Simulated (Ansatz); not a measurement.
C$_{2}$H$_{7}$GaN, SMILES `C[CH2][Ga][NH2]` radical, relaxed with UKS PBE0-D4/def2-TZVP in the Gaussian-basis code of Ansatz from a PBE-D4/def2-SVP geometry. The force threshold is 0.005 eV/Å; the program also tests the step.

Total charge 0; spin multiplicity 2.

Start:

```xyz
11

C     1.142    0.137    0.617
C     0.913   -0.118   -0.872
Ga   -1.069   -0.272   -1.329
N    -2.206   -0.048    0.113
H     0.744   -0.686    1.247
H     2.225    0.231    0.857
H     0.656    1.076    0.959
H     1.393   -1.057   -1.218
H     1.320    0.698   -1.507
H    -1.893    0.128    1.073
H    -3.225   -0.089    0.059
```

(1) By how much does the energy fall, and how many steps does the optimiser take? (Estimate.)

(2) Which bonds change most? (An estimate is asked.)

(3) Give the relaxed structure. (An estimate is asked.)

## Answers

(1) The calculation gave: 4.14 kJ/mol, in 6 steps.

(2) The calculation gave: C2–Ga3 from 2.040 to 2.014 Å; C1–H6 from 1.113 to 1.096 Å; C1–H7 from 1.110 to 1.093 Å; C2–H9 from 1.111 to 1.094 Å.

(3) Ansatz gave: 
```xyz
11

C     1.145    0.139    0.614
C     0.903   -0.115   -0.866
Ga   -1.058   -0.260   -1.303
N    -2.205   -0.052    0.115
H     0.746   -0.667    1.235
H     2.215    0.218    0.838
H     0.678    1.070    0.948
H     1.377   -1.042   -1.202
H     1.312    0.686   -1.487
H    -1.907    0.122    1.062
H    -3.207   -0.099    0.045
```
